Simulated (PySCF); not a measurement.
## Spin states of ZnF

Unrestricted PBE0; Zn def2-TZVPPD, F def2-TZVPPD; no relativity (PySCF 2.14). Outer shells of the fragments: Zn 3d10 4s2; F 2s2 2p5.

Followed along the bond (rough minima from three points):

```tsv
2Ms+1	unpaired	⟨S²⟩ at the start	R at minimum (Å)	Te (eV)
2	σ ↑	0.75	1.79	0.00
4	σ ↑, π ↑↑	3.75	none in the scan	≤ 7.18
```

Solutions found at the starting distance of 1.805 Å, counted from the lowest of them; the search is not exhaustive and high or unbound solutions are not listed, so other states can lie among these:

```tsv
2Ms+1	unpaired	term	E (eV)	⟨S²⟩	⟨Lz²⟩	μ (D)
2	σ ↑	²Σ⁺	0.00	0.75	0.00	-3.18
2	π ↑	²Π	4.29	0.76	1.00	-3.56
2	π ↑	²Π	4.76	0.75	1.01	2.28
4	σ ↑, π ↑↑	mixed	7.59	3.75	2.01	1.89
4	σ ↑, π ↑↑	mixed	7.72	3.75	2.01	2.04
4	σ ↑↑, π ↑	⁴Π	8.09	3.75	1.01	1.26
```

A term symbol is given only where ⟨S²⟩ and ⟨Lz²⟩ are close to those of a pure state; real π, δ and φ orbitals otherwise mix terms. A positive dipole means Zn(−)F(+).

Counting both spins, an empty level lies below a filled one in some of these solutions, because spin and occupation are held.
